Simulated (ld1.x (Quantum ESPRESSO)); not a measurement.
## Pseudopotential generation for C: TM, PW91, scalar-relativistic.

ld1.x (Quantum ESPRESSO) 7.5 input, shortened:

```
&input
   title='C', zed=6., rel=1, dft='PW91', iswitch=3,
   config='[He] 2s2 2p1.5 3d-2'
 /
 &inputp
   pseudotype=2, tm=.true., lloc=1,
   nlcc=.false.
 /
3
2S  1  0   2.00   0.00  1.10  1.10  0.0
3D  3  2  -2.00   3.43  2.10  2.10  0.0
2P  2  1   1.50   0.00  1.90  1.90  0.0
 &test
   configts(1)='2s2 2p1.5'
 /
```

(1) Estimate the cutoffs (Ry, on a coarse ladder) from which the occupation-weighted sum of valence levels, in a spherical-Bessel basis at the reference potential, stays within 10 and 1 mRy of its value at 400 Ry.

(2) Does the potential have ghost states?

(3) Which valence shell sets the plane-wave cutoff?

(4) Tests: 2s2 2p2; 2s2 2p1; 2s2 2p0; 2s0 2p4; 2s1 2p3; 2s1 2p2; 2s2 2p2.3. Which has the largest error in its energy relative to the reference configuration, and how large is it?

Results:

(1) 35 Ry and 90 Ry.

(2) No extra level below or beside the all-electron valence levels (s, d, p, f tested).

(3) 2s: its level needs 80 Ry to come within 1 mRy, against 35 Ry for 2p.

(4) 2s2 2p0, with +174 meV (all-electron minus pseudo) on +31.17 eV.
